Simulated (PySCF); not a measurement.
MoO3, charge -1, doublet, geometry from GFN2-xTB (such geometries of metal compounds can be far from the true shape) (the multiplicity is a formal guess) (core potentials on Mo). Base run: PBE0/def2-SVP (PySCF).

PySCF was given this input:
```python
from pyscf import gto, scf, dft, solvent

mol = gto.Mole()
mol.atom = '''
    Mo    0.000000   -0.000000   -0.000000
    O    -1.132361   -1.214115   -0.079916
    O    -0.139040    1.332202   -0.984179
    O     1.271401   -0.118087    1.064095
'''
mol.basis = 'def2-svp'
mol.ecp = {'Mo': 'def2-svp'}
mol.charge = -1
mol.spin = 1
mol.verbose = 4
mol.build()

mf = dft.UKS(mol)
mf.xc = 'pbe0'
mf.kernel()
```

Variants of this job, named by their change:

| change | ΔE vs base (kJ/mol) |
|---|---|
| base | 0.00 |
| model = IEF-PCM; solvent = chloroform; lebedev_order = 11 | -190.9 |
| model = IEF-PCM; solvent = chloroform; vdw_scale = 1.4 | -174.1 |
| model = IEF-PCM; solvent = chloroform; r_probe = 0.5 | -164.5 |
| model = IEF-PCM; solvent = chloroform; lebedev_order = 41 | -193.2 |
| model = SS(V)PE; solvent = chloroform | -189.0 |
| model = IEF-PCM; solvent = tetrahydrofuran | -212.4 |
| model = IEF-PCM; solvent = chloroform; vdw_scale = 1.0 | -214.4 |
| model = IEF-PCM; solvent = 2-propanol | -233.1 |
| model = COSMO; solvent = chloroform | -174.9 |
| model = IEF-PCM; solvent = chloroform; vdw_scale = 1.1 | -203.3 |
| model = IEF-PCM; solvent = methanol | -238.4 |

The base is the gas phase, so ΔE is the electrostatic part of solvation at a fixed geometry, without cavity and dispersion terms.

Open shells are given as the SCF converged; they aren't shown to be the lowest states, and a large step between rows can be another state.

The gas-phase anion may not be bound at this level, which the solvent then changes.
